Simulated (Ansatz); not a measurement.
Consider the cleavage of the In–B bond: `[InH2][B]1CO1` + CH₃OH → `C[O][InH2]` + `B1CO1`.

Program: Ansatz. Geometries: PBE0-D4/def2-TZVP. ΔE: electronic, gas phase. CBS: MP2 limit from def2 TZ/QZ plus the TZ coupled-cluster correction, frozen cores. This one scheme is used for every species. DFT in def2-TZVPP. B3LYP here is the variant with VWN-RPA as its local correlation; programs differ in this. def2 core potentials past Kr. For In outer-core shells are correlated without core-valence functions, which leaves a few kJ/mol of doubt a bond.

`[InH2][B]1CO1`:

Cartesian coordinates in Å:
```
In -1.515 1.239 0.171
B 0.066 -0.326 0.018
C 1.459 -0.921 -0.190
O 0.208 -1.652 0.115
H -1.854 2.023 1.670
H -2.400 1.754 -1.218
H 1.849 -1.142 -1.179
H 2.187 -0.975 0.614
```

CH₃OH:

```xyz
6

C    -0.126   -0.207    0.261
O     0.826    0.557   -0.443
H     0.373   -0.601    1.147
H    -0.498   -1.056   -0.326
H    -0.983    0.394    0.591
H     0.409    0.913   -1.230
```

`C[O][InH2]`:

```xyz
8

C    -1.093   -0.056   -0.679
O    -0.304    0.751    0.146
In    1.427    0.171    0.929
H    -2.090   -0.194   -0.239
H    -0.671   -1.058   -0.855
H    -1.230    0.417   -1.660
H     1.836   -1.430    0.477
H     2.126    1.397    1.882
```

`B1CO1`:

Cartesian coordinates in Å:
```
B 0.137 -0.792 0.330
C -0.057 0.647 -0.084
O -0.248 -0.582 -0.922
H 0.388 -1.722 1.017
H 0.764 1.267 -0.433
H -0.986 1.182 0.091
```

CCSD(T)/CBS gives -33.5 kJ/mol.

Question: Another level gave -34.9 kJ/mol. Which?
A. BLYP-D4/def2-TZVPP
B. B3LYP/def2-TZVPP
C. PBE-QIDH/def2-TZVPP
D. PBE/def2-TZVPP

Answer: B. B3LYP -34.9, PBE -28.0, PBE-QIDH -23.7, BLYP-D4 -42.6 kJ/mol.

Largest T1 diagnostic among the species: 0.017.

From BLYP to BHLYP (50 % exact exchange), in def2-TZVPP and without D4, ΔE moves by +9.5 kJ/mol. Leaving LDA and LC-ωPBE aside and taking each functional with its dispersion term where it has one, the values, not all of them listed here, spread over 21.2 kJ/mol, from BLYP-D4 to HSE06-D4.
